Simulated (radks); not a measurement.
Species: Ir. Configuration: [Xe] 4f14 5d7.5 6s1 6p0.5 (fractional occupations, a model configuration). All-electron calculation, Dirac Kohn-Sham, LDA (Slater exchange, Perdew-Wang correlation), spin-unpolarised, spherical densities, finite nucleus; open shells are shared between the two j in proportion to 2j + 1; Fermi nuclear charge, rms radius 5.4032 fm. Program: a radial shooting solver on a logarithmic mesh with Libxc functionals.

Normalised radial functions P(r) = r R(r) (large component), r in bohr:

r           5d3/2    6s1/2    6p3/2
0.002362   0.0001   0.0413   0.0013
0.003253   0.0002   0.0494   0.0023
0.00448    0.0005   0.0570   0.0040
0.006219   0.0012   0.0623   0.0070
0.008564   0.0025   0.0618   0.0118
0.01179    0.0056   0.0518   0.0191
0.01624    0.0121   0.0278   0.0295
0.02237    0.0254  -0.0113   0.0420
0.03105    0.0518  -0.0601   0.0535
0.04276    0.0967  -0.0947   0.0553
0.05888    0.1625  -0.0836   0.0367
0.08109    0.2338  -0.0058  -0.0076
0.1126     0.2613   0.1049  -0.0620
0.155      0.1687   0.1320  -0.0762
0.2135    -0.0692  -0.0013  -0.0123
0.294     -0.3295  -0.1779   0.0887
0.4049    -0.3665  -0.1428   0.1051
0.562     -0.0442   0.1387  -0.0229
0.774      0.4432   0.3152  -0.1693
1.066      0.7833   0.1195  -0.1665
1.468      0.8129  -0.3091   0.0167
2.038      0.6084  -0.6249   0.2696
2.806      0.3539  -0.6331   0.4460
3.864      0.1581  -0.4270   0.4867
5.322      0.0511  -0.1940   0.3999
7.329      0.0107  -0.0555   0.2484
10.17      0.0012  -0.0083   0.1079
14.01      0.0001  -0.0006   0.0310

5d3/2: eigenvalue -8.140 eV, 2 radial nodes at r = 0.197, 0.579 bohr, <r> = 1.69 bohr, 90 % of the charge inside 2.68 bohr. 6s1/2: eigenvalue -6.901 eV, 5 radial nodes at r = 0.0206, 0.0825, 0.213, 0.486, 1.17 bohr, <r> = 2.90 bohr, 90 % of the charge inside 4.33 bohr. 6p3/2: eigenvalue -1.577 eV, 4 radial nodes at r = 0.0775, 0.222, 0.538, 1.44 bohr, <r> = 4.72 bohr, 90 % of the charge inside 7.41 bohr.
